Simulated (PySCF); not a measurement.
BH4NO, SMILES NBO. Atoms are numbered in the order given.

```xyz
7

B     -0.5032     0.0465     0.0000
H     -1.6994     0.0535     0.0000
O      0.1246     1.2660     0.0000
H      1.0864     1.2123     0.0000
N      0.1801    -1.1828     0.0000
H     -0.3105    -2.0601     0.0000
H      1.1822    -1.2859     0.0000
```

Coordinates come from a r2SCAN-D4/def2-TZVP optimisation. The values are those of a single conformer.

The numbers are results of B3LYP/pcJ-1 (PySCF), not measurements.

Isotropic couplings with Fermi-contact, spin-dipole and both spin-orbit terms, one fixed conformer, no vibrational averaging. Isotopes: 11B, 14N, 1H.

### Question
Estimate the spin–spin coupling constants. (The exact figures need the calculation; the answer reports its results.)

### Answer

| pair | bonds apart | J (Hz) |
|---|---|---|
| B1–H2 | 1 | 157.4 |
| B1–N5 | 1 | 21.8 |
| N5–H6 | 1 | 62.8 |
| N5–H7 | 1 | 59.3 |
| B1–H4 | 2 | -4.8 |
| B1–H6 | 2 | 3.2 |
| B1–H7 | 2 | -0.8 |
| H2–N5 | 2 | 8.7 |
| H6–H7 | 2 | -2.7 |
| H2–H4 | 3 | 14.6 |
| H2–H6 | 3 | 3.1 |
| H2–H7 | 3 | 12.1 |
| H4–N5 | 3 | 1.8 |
| H4–H6 | 4 | -0.6 |
| H4–H7 | 4 | 0.3 |
